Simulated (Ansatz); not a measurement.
Z-matrix (Å, degrees):
```
Al
C 1 1.882
C 1 2.130 2 38.7
Cl 1 2.071 2 151.6 3 180.0
O 1 1.767 2 78.7 3 -0.0
H 2 1.077 1 153.4 3 -180.0
H 3 1.090 1 170.6 2 179.9
```

The species carries charge 0 and has multiplicity 1.

Q: List the ωB97M-V/def2-TZVPP orbital energies in eV (Ansatz). (An estimate is asked.)

A: Computed: Occupied: -2772.22, -1533.21, -525.99, -283.59, -281.00, -262.63, -200.07, -200.00, -199.99, -117.75, -77.39, -77.27, -77.22, -31.43, -25.89, -23.52, -18.72, -16.59, -14.67, -14.14, -13.91, -12.31, -12.29, -11.81, -10.86, -9.13. Lowest empty: 0.63, 0.97, 2.34, 3.05, 3.20, 4.15, 4.44, 4.66.
